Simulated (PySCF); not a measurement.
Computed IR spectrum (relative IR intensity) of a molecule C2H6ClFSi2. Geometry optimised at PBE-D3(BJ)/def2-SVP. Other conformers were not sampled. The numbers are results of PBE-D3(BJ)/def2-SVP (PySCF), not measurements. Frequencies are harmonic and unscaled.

Lines under 2 % of the strongest are left out, and lines within 2 cm⁻¹ are merged.

| ν (cm⁻¹) | relative intensity |
|---|---|
| 121 | 2.7 |
| 141 | 2.6 |
| 346 | 5.9 |
| 376 | 9.9 |
| 416 | 8.3 |
| 487 | 12 |
| 524 | 4.7 |
| 548 | 35 |
| 636 | 3.6 |
| 727 | 70 |
| 736 | 100 |
| 753 | 60 |
| 830 | 71 |
| 852 | 31 |
| 898 | 45 |
| 907 | 32 |
| 1171 | 47 |
| 1316 | 6.2 |
| 1649 | 22 |
| 2156 | 42 |
| 2163 | 32 |
| 2175 | 49 |
| 2180 | 66 |

Question: Identify the compound among the candidates.
(A) F/C=C(/Cl)[SiH2][SiH3]
(B) F/C=C/[Si@@H]([SiH3])Cl
(C) C=C(F)[Si@H]([SiH3])Cl
(D) C=C[Si@@](F)([SiH3])Cl

Answer: C, C=C(F)[Si@H]([SiH3])Cl
